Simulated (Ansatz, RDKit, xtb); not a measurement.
Dimer: SiH4 (SMILES [SiH4]) (first 5 atoms) with CH4O (SMILES CO); geometry from B3LYP-D3(BJ)/def2-TZVP.
(charge 0, multiplicity 1):
```xyz
11

Si    -0.1789    -0.1402     0.2736
H     -1.1339    -0.8896     1.1193
H     -0.3235     1.3151     0.4987
H     -0.5125    -0.4172    -1.1472
H      1.2073    -0.5807     0.5267
C     -0.2547    -0.4168     4.0692
O      0.4293     0.4799     3.2019
H     -0.1398    -0.1334     5.1203
H      0.1948    -1.3975     3.9233
H     -1.3207    -0.4856     3.8298
H      0.0501     1.3591     3.2994
```

Monomers are frozen at their geometry in the pair; levels with a basis set take the counterpoise correction.

Codes used: Ansatz (Gaussian basis) for Hartree–Fock, density functionals and correlated methods; RDKit for the force fields; xtb for the GFN methods. Values without a source in brackets are computed.

Q: One of these levels gives -2.04 kcal/mol for the interaction energy. Which?
A. GFN2-xTB
B. SVWN5/def2-TZVPPD
C. B3LYP/def2-TZVPPD
D. MMFF94

A: A, GFN2-xTB. The others give 1.87 (MMFF94), -4.04 (SVWN5/def2-TZVPPD), -0.34 (B3LYP/def2-TZVPPD)

Ansatz is a quantum-chemistry and plane-wave program.
